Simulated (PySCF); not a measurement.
## Radial density of Pt²⁺ (platinum, charge +2)

UHF, [Xe] 4f14 5d8, high-spin 3F determinant. Calculation: PySCF 2.14, in ANO-RCC-VTZP (8s7p5d3f1g, 84 functions); the spin-free X2C one-electron Hamiltonian (Gaussian nucleus).

```json
{"r (bohr)": "0.0192", "4πr²ρ (e/bohr)": "96.02", "4πr²(ρα − ρβ)": "-0.0019"}
{"r (bohr)": "0.0323", "4πr²ρ (e/bohr)": "112.2", "4πr²(ρα − ρβ)": "0.0013"}
{"r (bohr)": "0.0543", "4πr²ρ (e/bohr)": "145.5", "4πr²(ρα − ρβ)": "0.0444"}
{"r (bohr)": "0.0914", "4πr²ρ (e/bohr)": "112.4", "4πr²(ρα − ρβ)": "0.1465"}
{"r (bohr)": "0.154", "4πr²ρ (e/bohr)": "134.2", "4πr²(ρα − ρβ)": "0.0484"}
{"r (bohr)": "0.259", "4πr²ρ (e/bohr)": "73.01", "4πr²(ρα − ρβ)": "0.0805"}
{"r (bohr)": "0.435", "4πr²ρ (e/bohr)": "82.47", "4πr²(ρα − ρβ)": "0.1870"}
{"r (bohr)": "0.732", "4πr²ρ (e/bohr)": "27.31", "4πr²(ρα − ρβ)": "0.2885"}
{"r (bohr)": "1.23", "4πr²ρ (e/bohr)": "14.53", "4πr²(ρα − ρβ)": "1.6992"}
{"r (bohr)": "2.07", "4πr²ρ (e/bohr)": "3.012", "4πr²(ρα − ρβ)": "0.6327"}
{"r (bohr)": "3.48", "4πr²ρ (e/bohr)": "0.1671", "4πr²(ρα − ρβ)": "0.0299"}
{"r (bohr)": "5.86", "4πr²ρ (e/bohr)": "0.0007770", "4πr²(ρα − ρβ)": "-0.0001"}
```

Densities and radii are taken from the X2C orbitals without a picture-change correction, which distorts them close to the nucleus.

Spin-orbit coupling, absent here, splits the open shell strongly.
